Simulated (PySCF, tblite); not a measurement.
Compound: 2-phenyl-2-phosphabicyclo[2.2.1]heptane, C12H15P.
Cartesian coordinates in Å at the PBE0-D3(BJ)/def2-SVP level; atoms count from 1:
```
atom  x, y, z in Å
C1     3.1815    0.5583   -1.7313
C2     2.3121   -0.0966   -2.6033
C3     1.1158   -0.6308   -2.1309
C4     0.7550   -0.5129   -0.7802
P5    -0.7788   -1.3353   -0.1803
C6    -2.0677   -0.5352   -1.3155
C7    -2.8193    0.4715   -0.4338
C8    -3.6967   -0.2747    0.5847
C9    -2.6957   -0.7474    1.6705
C10   -1.3419   -0.1867    1.1933
C11   -1.7547    1.0986    0.4720
C12    1.6443    0.1361    0.0869
C13    2.8431    0.6694   -0.3840
H14    4.1203    0.9773   -2.1005
H15    2.5690   -0.1962   -3.6609
H16    0.4521   -1.1514   -2.8278
H17   -2.7395   -1.2973   -1.7384
H18   -1.5546   -0.0354   -2.1505
H19   -3.3886    1.1929   -1.0402
H20   -4.2507   -1.1053    0.1214
H21   -4.4443    0.4096    1.0140
H22   -2.9532   -0.3279    2.6554
H23   -2.6733   -1.8422    1.7856
H24   -0.6015   -0.0865    1.9986
H25   -2.1916    1.8376    1.1658
H26   -0.9330    1.5796   -0.0799
H27    1.4003    0.2354    1.1472
H28    3.5177    1.1776    0.3098
```

Jobs on this species (28 atoms, 102 electrons) with PySCF (density fitting) and tblite. Hardware of each: one thread of an Arm Neoverse V1, no GPU, shared host. Times come from a shared host and carry two figures at best.

**Question.** Rank these jobs by wall time, shortest first.
A. PBE0-D3(BJ)/def2-SVP, grid level 1; geometry optimisation from a GFN2-xTB start shaken at random; 261 basis functions
B. GFN2-xTB; Hessian by finite differences
C. PBE0/pcSseg-1; shieldings, ring-centre shieldings, charges and field gradients, density and orbital grids written; 303 basis functions

**Answer.** B (2.0 s), C (2.3 min), A (8.3 min).

All jobs:

```csv
level and settings,work,basis functions,SCF cycles,wall time
GFN2-xTB,Hessian by finite differences,–,–,2.0 s
GFN2-xTB,L-BFGS relaxation,–,–,2.7 s
PBE0/pcSseg-1,"shieldings, ring-centre shieldings, charges and field gradients, density and orbital grids written",303,14,2.3 min
CAM-B3LYP/pcSseg-1,"shieldings, ring-centre shieldings",303,13,2.7 min
wB97X-D/def2-SVPD,"10 singlets by full TDDFT, 4 Tamm–Dancoff triplets, polarisability, density and orbital grids written",384,13,5.4 min
"PBE0-D3(BJ)/def2-SVP, grid level 1",geometry optimisation from a GFN2-xTB start shaken at random,261,61,8.3 min
```

**Question.** What do all jobs in the table cost together?

**Answer.** About 19 min; the longest takes about 44 % of that, and about 250 times as long as the shortest.
